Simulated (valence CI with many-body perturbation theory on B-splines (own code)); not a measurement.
**E1 transitions of Sr23+**

Level of theory: valence CI with perturbative core correlation (CI+MBPT): five valence electrons over a frozen Dirac-Fock core [Ne], radial functions for each j: 9 s, 9 p, 8 d, 6 f, 3 g, 1 h, with the one-electron correlation potential Σ1, the two-electron term Σ2, the three-electron term Σ3, Breit, model QED; selected CI, second order for the rest (own B-spline code, finite nucleus).

No measured levels were compared; by estimate levels of excited configurations hold to 0.05 to 0.15 % of their energy, terms of the ground configuration to about 0.5 %. Among the levels kept, up to 470 cm⁻¹ of a level comes from second order outside the variational space, and about a tenth of that is noise between levels of different J, which matters for small intervals.

Lines 151 to 172 of 172 in falling wavelength, among levels below 1348500 cm⁻¹, chosen from the strongest by gf and those to the six lowest levels. Wavelengths and rates use the calculated energies, so an error of 400 cm⁻¹ moves a line at 9.916 nm by 0.04 % and its rate by three times that or more. Electric multipoles are in the length gauge, E1 and E2 with the static RPA response of the core. Weak lines are less certain than strong ones. Lines between different terms over intervals too small for the method are left out, as are lines whose strength nearly cancels. The highest levels of a list are the least certain.

Names give the largest LS component (configuration and term), which can be under half, so a name can repeat, a term be missing and a line seem to break the LS rules; names also repeat where a configuration has a term twice. Letters in brackets count levels of one name in rising energy.

| λ vac (nm) | Upper | Lower | A (s⁻¹) | S (a.u.) with core polarisation | S without |
| --- | --- | --- | --- | --- | --- |
| 9.916 | 3s2 3p2 3d 4P_1/2 | 3s2 3p3 4S°_3/2 | 1.80e+11 | 1.74e-01 | 1.78e-01 |
| 9.902 | 3s2 3p2 3d 2F_7/2 [c] | 3s2 3p3 2D°_5/2 | 2.02e+11 | 7.73e-01 | 7.92e-01 |
| 9.717 | 3s2 3p2 3d 2D_3/2 [c] | 3s2 3p3 2P°_1/2 | 8.54e+10 | 1.55e-01 | 1.59e-01 |
| 9.697 | 3s2 3p2 3d 2D_3/2 [a] | 3s2 3p3 4S°_3/2 | 3.59e+10 | 6.46e-02 | 6.62e-02 |
| 9.683 | 3s2 3p2 3d 2P_3/2 [b] | 3s2 3p3 2D°_5/2 | 7.08e+08 | 1.27e-03 | 1.31e-03 |
| 9.657 | 3s2 3p2 3d 2D_5/2 [c] | 3s2 3p3 2D°_3/2 | 3.23e+09 | 8.62e-03 | 8.84e-03 |
| 9.421 | 3s2 3p2 3d 2D_5/2 [a] | 3s2 3p3 4S°_3/2 | 4.18e+10 | 1.04e-01 | 1.06e-01 |
| 9.372 | 3s2 3p2 3d 2P_3/2 [b] | 3s2 3p3 2D°_3/2 | 2.94e+09 | 4.78e-03 | 4.90e-03 |
| 9.323 | 3s 3p4 2P_1/2 [b] | 3s2 3p3 4S°_3/2 | 4.29e+09 | 3.43e-03 | 3.52e-03 |
| 9.268 | 3s2 3p2 3d 2D_3/2 [c] | 3s2 3p3 2D°_5/2 | 6.46e+08 | 1.01e-03 | 1.04e-03 |
| 9.232 | 3s2 3p2 3d 2S_1/2 | 3s2 3p3 2D°_3/2 | 1.64e+10 | 1.28e-02 | 1.31e-02 |
| 9.194 | 3s2 3p2 3d 2D_5/2 [d] | 3s2 3p3 2D°_5/2 | 6.13e+09 | 1.41e-02 | 1.44e-02 |
| 9.134 | 3s2 3p2 3d 2P_1/2 [b] | 3s2 3p3 4S°_3/2 | 1.11e+08 | 8.31e-05 | 8.46e-05 |
| 9.081 | 3s2 3p2 3d 2D_3/2 [b] | 3s2 3p3 4S°_3/2 | 3.85e+08 | 5.69e-04 | 5.84e-04 |
| 9.050 | 3s2 3p2 3d 2D_5/2 [b] | 3s2 3p3 4S°_3/2 | 1.49e+09 | 3.28e-03 | 3.36e-03 |
| 8.982 | 3s2 3p2 3d 2D_3/2 [c] | 3s2 3p3 2D°_3/2 | 7.06e+07 | 1.01e-04 | 1.03e-04 |
| 8.912 | 3s2 3p2 3d 2D_5/2 [d] | 3s2 3p3 2D°_3/2 | 2.26e+09 | 4.73e-03 | 4.85e-03 |
| 8.828 | 3s2 3p2 3d 2D_5/2 [c] | 3s2 3p3 4S°_3/2 | 1.23e+09 | 2.51e-03 | 2.58e-03 |
| 8.588 | 3s2 3p2 3d 2P_3/2 [b] | 3s2 3p3 4S°_3/2 | 6.07e+08 | 7.59e-04 | 7.79e-04 |
| 8.471 | 3s2 3p2 3d 2S_1/2 | 3s2 3p3 4S°_3/2 | 7.08e+08 | 4.25e-04 | 4.36e-04 |
| 8.260 | 3s2 3p2 3d 2D_3/2 [c] | 3s2 3p3 4S°_3/2 | 5.94e+08 | 6.61e-04 | 6.79e-04 |
| 8.201 | 3s2 3p2 3d 2D_5/2 [d] | 3s2 3p3 4S°_3/2 | 1.16e+09 | 1.89e-03 | 1.94e-03 |
